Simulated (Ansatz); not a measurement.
`[OH][Hf]([F])([F])[SH]` + H–F → `[OH][Hf]([F])([F])[F]` + H₂S at 500 K and 1 bar (ligand exchange at the Hf–S bond).

Program: Ansatz. Geometries: PBE0-D4/def2-TZVP. ΔE: electronic, gas phase. CCSD(T)/CBS is the MP2 limit (def2-TZVPP, def2-QZVPP) plus CCSD(T) − MP2 in def2-TZVPP, frozen cores. This one scheme is used for every species. def2 core potentials past Kr. For Hf outer-core shells are correlated without core-valence functions, which leaves a few kJ/mol of doubt a bond. Each species was taken in one conformer, which may not be the lowest.

```tsv
species	CCSD(T)/CBS energy (Eh)	H − E (kJ/mol)	S (J/(mol·K))
`[OH][Hf]([F])([F])[SH]`	-721.92031	116.3	460.3
H–F	-100.39570	39.4	188.7
`[OH][Hf]([F])([F])[F]`	-423.37435	91.9	412.2
H₂S	-398.97279	57.0	224.0
```

H − E and S are ideal-gas, rigid-rotor, harmonic terms from PBE0-D4/def2-TZVP, for one conformer and one mirror image of each species. 1 Eh = 2625.50 kJ/mol, R = 8.31446 J/(mol·K).

Question: By hand: ΔE, ΔH, ΔS and ΔG.

Answer: ΔE = (-423.37435) + (-398.97279) − (-721.92031) − (-100.39570) = -0.03113 Eh = -81.7 kJ/mol. Δ(H − E) = 91.9 + 57.0 − 116.3 − 39.4 = -6.8, so ΔH = -88.5 kJ/mol. ΔS = 412.2 + 224.0 − 460.3 − 188.7 = -12.8 J/(mol·K). ΔG = -88.5 − 500 × (-12.8)/1000 = -82.1 kJ/mol.

Question: By hand: the equilibrium constant, and the temperature at which ΔG would vanish if ΔH and ΔS stayed fixed.

Answer: log₁₀ K = −ΔG/(RT ln 10) = 8.6. ΔG = 0 at ΔH/ΔS = 6914 K, far beyond where these terms or the molecules hold.

The number of gas molecules stays the same, so ΔS is small and ΔH decides. A doubt of 5 kJ/mol in ΔE shifts log₁₀ K by 0.5 here. Other conformers and mirror images would add mixing entropy, several J/(mol·K) or more a flexible species. These are equilibria of isolated gas molecules and say nothing of rates. Largest T1 diagnostic: 0.016 (customary marks: 0.02 for closed shells, 0.045 for open ones).
